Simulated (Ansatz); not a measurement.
Consider the ligand exchange at the Si–N bond: `[SiH3]N[SiH3]` + `COB(N)O` → `COB(N)O[SiH3]` + `N[SiH3]`.

Calculated with Ansatz (gas phase, PBE0-D4/def2-TZVP geometries, no zero-point term in ΔE). CBS: MP2 limit from def2 TZ/QZ plus the TZ coupled-cluster correction, frozen cores. This one scheme is used for every species. DFT in def2-TZVPP. Each species was taken in one conformer, which may not be the lowest.

(1) Is it downhill or uphill in electronic energy at CCSD(T)/CBS, and by how much? (An estimate is asked.)

(2) What do these levels give: r2SCAN-D4, B2PLYP, PBE, HF/def2-TZVPP, CCSD(T)/def2-TZVPP, HF/def2-QZVPP? (An estimate is asked.)

Largest T1 diagnostic among the species: 0.011.

Results:

(1) Ansatz gave: Downhill: ΔE = -33.8 kJ/mol.

(2) Computed: r2SCAN-D4 -34.5, B2PLYP -36.5, PBE -29.1, HF/def2-TZVPP -44.0, CCSD(T)/def2-TZVPP -33.4, HF/def2-QZVPP -44.8 kJ/mol.

In def2-TZVPP, CCSD(T) changes the Hartree–Fock value by +10.6 kJ/mol (the triples alone add +1.3 kJ/mol) and MP2 by +11.0 kJ/mol.
